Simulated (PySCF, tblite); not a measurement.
Isomers of [C7H7NO]- (charge -1 and doublet state), one GFN2-xTB conformer each. Single-point energies are computed at B3LYP/pcH-1 (PySCF, gas phase, no added dispersion term), electronic only. GFN2-xTB treats the open shell by occupation alone, and not every SCF solution was tested for stability.

Question: Rank them by B3LYP/pcH-1 energy, lowest first (kcal/mol).
A. `[CH3:1][C:2]([O-:3])[c:4]1[cH:5][cH:6][cH:7][cH:8][n:9]1` (charge -1 and doublet state) with C1–C2–C4–C5 180°
B. `[CH]1[CH-]N=CC2=C1COC2` [radical]

Answer: A (0.0), B (44.6).

GFN2-xTB itself gives, in the same order: 0.0, 22.2. Both levels put the same isomer lowest.

What happens when harmonic zero-point energies from GFN2-xTB frequencies are added?

```csv
SMILES,ZPE (kcal/mol),electronic (kcal/mol),with ZPE (kcal/mol)
C[C]([O-])c1ccccn1,74.6,0.0,0.0
[CH]1[CH-]N=CC2=C1COC2,73.8,44.6,43.8
```

The zero-point energies span 0.8 kcal/mol. The order is unchanged.
